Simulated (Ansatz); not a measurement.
Start from `C=C(O)SC` and change one atom or group to get `C=C(O)BCl`.

Ansatz, PBE0-D4/def2-TZVP geometries, multiplicity 1. Each molecule was computed in one conformer, which needn't be the lowest.

| property | `C=C(O)SC` |
| --- | --- |
| HOMO–LUMO gap (B3LYP/def2-TZVPP) / eV | 6.19 |
| HOMO energy (B3LYP/def2-TZVPP) / eV | -6.41 |
| size of the dipole moment (ωB97M-V/def2-TZVPP) / D | 1.62 |
| HOMO energy (PBE0/def2-TZVPP) / eV | -6.62 |
| HOMO energy (PBE/def2-TZVPP) / eV | -5.46 |
| size of the dipole moment (B3LYP/def2-TZVPP) / D | 1.62 |

What does the change do to each property? (Best estimate.)

Ansatz gave: 
```json
{"property": "HOMO–LUMO gap (B3LYP/def2-TZVPP) / eV", "`C=C(O)BCl`": "5.00", "shift": "-1.19"}
{"property": "HOMO energy (B3LYP/def2-TZVPP) / eV", "`C=C(O)BCl`": "-7.14", "shift": "-0.73"}
{"property": "size of the dipole moment (ωB97M-V/def2-TZVPP) / D", "`C=C(O)BCl`": "2.54", "shift": "0.92"}
{"property": "HOMO energy (PBE0/def2-TZVPP) / eV", "`C=C(O)BCl`": "-7.36", "shift": "-0.74"}
{"property": "HOMO energy (PBE/def2-TZVPP) / eV", "`C=C(O)BCl`": "-6.18", "shift": "-0.72"}
{"property": "size of the dipole moment (B3LYP/def2-TZVPP) / D", "`C=C(O)BCl`": "2.60", "shift": "0.98"}
```

With PBE0 the HOMO falls by 0.74 eV and the LUMO falls by 1.98 eV, so the gap narrows by about 1.24 eV. PBE moves the HOMO by -0.72 eV and ωB97M-V by -0.74 eV. Dipoles are sizes alone; their direction can turn.

B3LYP here is the variant with VWN-RPA as its local correlation; programs differ in this.
